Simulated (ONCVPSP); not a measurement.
## tin (Sn), ONCV: configuration errors across variants

tin, optimised norm-conserving Vanderbilt (ONCV), made with ONCVPSP 4.0.1 (LDA (Perdew-Wang 92), scalar-relativistic). Core [Kr], reference 4d10 5s2 5p2. Waves: 5s: rc 1.85 bohr, ncon 3, nbas 7, qcut 3 1/bohr, 2 projectors, debl 0.9 Ha; 5p: rc 2.40 bohr, ncon 3, nbas 6, qcut 3.5 1/bohr, 2 projectors, debl 1.5 Ha; 4d: rc 1.40 bohr, ncon 4, nbas 9, qcut 12.5 1/bohr, 2 projectors, debl 3.2 Ha. Local part: polynomial inside 1.35 bohr (lpopt 5, dvloc0 6 Ha). Core correction: Teter function, fcfact 3.25, rcfact 1.55.

All-electron excitation energies from the reference (eV): (1) 4d10 5s2 5p1 7.092; (2) 4d10 5s2 5p0 21.350; (3) 4d10 5s1 5p0 52.797; (4) 4d9 5s2 5p2 32.774.

Errors AE − PS in meV (a dash: test not solved or not reliable):

```tsv
change	(1)	(2)	(3)	(4)	bound ghosts	GHOST(+) flags above zero
base	-1.7	-7.8	-17	-180	none	s
p: debl 0.2	-1.7	-7.7	-17	-176	none	s
p: debl 0.45	-1.7	-7.8	-17	-176	none	s
p: debl 1.15	-1.7	-7.8	-17	-179	none	s
p: debl 2	-1.7	-7.8	-17	-180	none	s
p: debl 4.4	-1.3	-7.8	-17	-175	none	s, p
```

(1) Give the same row for: p: debl 0.65.

Answers

(1) -1.7, -7.8, -17, -177; bound ghosts: none; GHOST(+) flags above zero: s.
